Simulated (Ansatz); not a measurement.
Relaxation of B₂F₂H₃Sb (8 atoms, charge 0, multiplicity 1), to a largest force component of 0.015 eV/Å in at most 40 steps.

Level of theory: Ansatz 0.2.0, RKS r2SCAN-D4/def2-SVP.

```xyz
8
Properties=species:S:1:pos:R:3
F -1.062 0.352 1.525
B 0.275 0.599 1.177
B 0.835 0.093 -0.298
F 2.333 0.311 -0.617
Sb -0.480 -0.926 -1.770
H 0.998 1.151 1.947
H 0.753 -2.149 -2.008
H 0.148 0.092 -3.034
```

Task: Where does it end, and by what steps?

Result: The run converged. After 32 steps the energy has fallen by 1.187 eV; F4 moved furthest, 1.85 Å.

```json
{"step": "0", "energy less start (eV)": "0.0000", "largest force component (eV/Å)": "4.785", "accepted": "yes"}
{"step": "2", "energy less start (eV)": "-0.8683", "largest force component (eV/Å)": "1.304", "accepted": "yes"}
{"step": "4", "energy less start (eV)": "-0.9202", "largest force component (eV/Å)": "0.167", "accepted": "yes"}
{"step": "6", "energy less start (eV)": "-0.9354", "largest force component (eV/Å)": "0.162", "accepted": "yes"}
{"step": "8", "energy less start (eV)": "-0.9451", "largest force component (eV/Å)": "0.188", "accepted": "yes"}
{"step": "10", "energy less start (eV)": "-0.9608", "largest force component (eV/Å)": "0.443", "accepted": "yes"}
{"step": "12", "energy less start (eV)": "-1.0154", "largest force component (eV/Å)": "0.521", "accepted": "yes"}
{"step": "14", "energy less start (eV)": "-1.0741", "largest force component (eV/Å)": "0.560", "accepted": "yes"}
{"step": "16", "energy less start (eV)": "-1.1301", "largest force component (eV/Å)": "0.136", "accepted": "yes"}
{"step": "18", "energy less start (eV)": "-1.1470", "largest force component (eV/Å)": "0.291", "accepted": "yes"}
{"step": "20", "energy less start (eV)": "-1.1765", "largest force component (eV/Å)": "0.169", "accepted": "yes"}
{"step": "22", "energy less start (eV)": "-1.1517", "largest force component (eV/Å)": "0.810", "accepted": "no"}
{"step": "24", "energy less start (eV)": "-1.1848", "largest force component (eV/Å)": "0.123", "accepted": "yes"}
{"step": "26", "energy less start (eV)": "-1.1861", "largest force component (eV/Å)": "0.055", "accepted": "yes"}
{"step": "28", "energy less start (eV)": "-1.1868", "largest force component (eV/Å)": "0.036", "accepted": "yes"}
{"step": "30", "energy less start (eV)": "-1.1870", "largest force component (eV/Å)": "0.020", "accepted": "yes"}
{"step": "32", "energy less start (eV)": "-1.1870", "largest force component (eV/Å)": "0.007", "accepted": "yes"}
```

```xyz
8
Properties=species:S:1:pos:R:3
F -0.730 0.585 1.604
B 0.377 0.721 0.876
B 1.027 -0.605 0.036
F 2.138 -1.274 0.315
Sb -0.135 -1.257 -1.833
H 0.794 1.856 0.732
H 1.189 -0.796 -2.822
H -0.862 0.291 -1.984
```

Run time: 34 s on 2 threads of AMD EPYC 9R45 96-Core Processor (Zen 5), on a shared host, peak memory 0.18 GiB.
